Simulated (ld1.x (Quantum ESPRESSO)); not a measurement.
## What one change does to a pseudopotential (Ba (Z = 56), TM)

| Quantity | Value |
| --- | --- |
| Element | barium (Ba) |
| Generator | ld1.x (Quantum ESPRESSO) 7.5 |
| Type | norm-conserving Troullier–Martins (Kleinman–Bylander form) |
| Functional | LDA (PZ) |
| Relativity | scalar-relativistic |
| Frozen core | [Xe] |
| Valence charge | 2 |
| Reference configuration | 5d0 6s1.5 6p0 (charge +0.5) |
| Partial waves | 6p (bound, empty): rc 3.85 bohr; 5d (bound, empty): rc 2.40 bohr; 6s (bound): rc 3.45 bohr |
| Local potential | the s channel |
| Core correction | Bessel-smoothed model core, default radius (core density twice the valence density) |

All-electron outer shells of the reference configuration (LDA (PZ), scalar-relativistic, ld1.x):

| shell | level (eV) | outermost node (bohr) | outermost maximum (bohr) |
| --- | --- | --- | --- |
| 5p | -21.52 | 0.86 | 1.67 |
| 6s | -5.52 | 1.96 | 3.95 |
| 5d | -4.59 | 1.00 | 2.46 |
| 6p | -3.13 | 2.34 | 5.01 |

Change: all radii but the core radius scaled by about 0.94 (s 3.24, p 3.60, d 2.24 bohr).

Cutoffs: the cutoffs (Ry, on a coarse ladder) from which the occupation-weighted sum of valence levels, in a spherical-Bessel basis at the reference potential, stays within 10 and 1 mRy of its value at 400 Ry; they do not see the model core or the augmentation charge, which bear on the density cutoff. Errors are all-electron minus pseudo energies relative to the spin-unpolarised reference configuration.

Task: What does the change do?

Result: Both files are very soft, the changed one slightly harder (loose and tight cutoff 6 and 8 Ry → 6 and 12 Ry on this coarse ladder); a bound ghost appears in p, which as a rule spoils a file; of the 9 tests that both files solve, the error grows in 0 and shrinks in 4 by more than 15 % and 0.3 meV (median size 4.7 → 5.3 meV). Less of the atom is replaced, so other configurations are described better.

| quantity | base | changed |
| --- | --- | --- |
| cutoff, loose | 6 Ry | 6 Ry |
| cutoff, tight | 8 Ry | 12 Ry |
| bound ghosts | none | p |
| error for 5d0 6s2 6p0, meV [ΔE -2.21 eV] | -0.3 | +0.1 |
| error for 5d0 6s1 6p0, meV [ΔE 3.33 eV] | -2.4 | -2.1 |
| error for 5d0 6s1 6p1, meV [ΔE -0.09 eV] | -1.2 | -0.8 |
| error for 5d1 6s0 6p0, meV [ΔE 4.06 eV] | -51 | -41 |
| error for 5d0.5 6s1.5 6p0, meV [ΔE -1.57 eV] | -16 | -13 |
| error for 5d1 6s1 6p0, meV [ΔE -0.86 eV] | -48 | -41 |
| error for 5d0 6s0 6p2, meV [ΔE 2.16 eV] | -14 | -10 |
| error for 5d0 6s1.5 6p0 (spin-polarised), meV [ΔE -0.03 eV] | 0.0 | -0.1 |
| error for 5d0 6s1 6p0 (spin-polarised), meV [ΔE 3.18 eV] | -4.7 | -5.3 |

 A true bound ghost makes a file unfit for plane-wave use even where its test errors are small: the radial tests pick states by their node count and pass the ghost by.
